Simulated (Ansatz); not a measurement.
System: C3H5O, charge 1, multiplicity 1. It need not be the lowest isomer of its formula. 
Geometry from a B3LYP-D3(BJ)/def2-TZVP (Ansatz, a quantum-chemistry and plane-wave program) optimisation:
```xyz
9

C      1.9691    -0.0338    -0.1265
C      0.8111    -0.2655     0.0831
C     -0.5530    -0.5605     0.3501
O     -1.4150     0.6021    -0.3144
H      3.0013     0.1651    -0.3126
H     -0.8239    -0.5357     1.4038
H     -0.9433    -1.4353    -0.1641
H     -0.9516     1.4623    -0.2827
H     -2.3252     0.6857     0.0305
```
Charge +1, spin multiplicity 1.

Give the harmonic wavenumbers at B3LYP-D3(BJ)/def2-TZVP (Ansatz, finite differences of forces, unscaled).

151, 186, 309, 446, 613, 677, 714, 810, 915, 1016, 1083, 1192, 1370, 1483, 1626, 2231, 3098, 3168, 3430, 3600, 3696 cm⁻¹. Zero-point energy 45.5 kcal/mol.

From these and the geometry, give the ideal-gas thermochemistry at 298.15 K and 1 atm (rigid rotor, harmonic oscillator).

Point group C1, rotational symmetry number 1. Rotational constants 26.81, 4.545, 4.006 GHz. S(trans) 38.05, S(rot) 24.00, S(vib) 8.72, S(elec, spin only) 0.00, S 70.8 cal/(mol K). H(298) - H(0) 3.94 kcal/mol; G - E(el) 28.3 kcal/mol.
